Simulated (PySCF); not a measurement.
Constitutional and geometric isomers with formula C2H5N. Gas-phase values, no solvent. One relaxed conformer stands for each flexible species; it need not be the lowest. Strings in code marks are SMILES.

The vertical ionisation energy (Delta-SCF) from two functionals at the same geometries (PBE0-D3(BJ)/def2-TZVP), both in PySCF: PBE-D3(BJ)/def2-TZVP and PBE0-D3(BJ)/def2-TZVP. Delta-SCF ions had no search for a lower state. 

```csv
species,PBE-D3(BJ)/def2-TZVP (eV)
`C=NC`,9.66
`[H]/N=C/C`,9.95
`C=CN`,8.32
```

What does PBE0-D3(BJ)/def2-TZVP give for each?


- `C=NC`: 9.73
- `[H]/N=C/C`: 10.04
- `C=CN`: 8.32
Over these rows, drawn at random from the members with no instability flagged (it was tested for open shells, ions and some series alone), PBE minus PBE0-D3(BJ): mean -0.05 eV, from -0.09 eV to 0.00 eV.
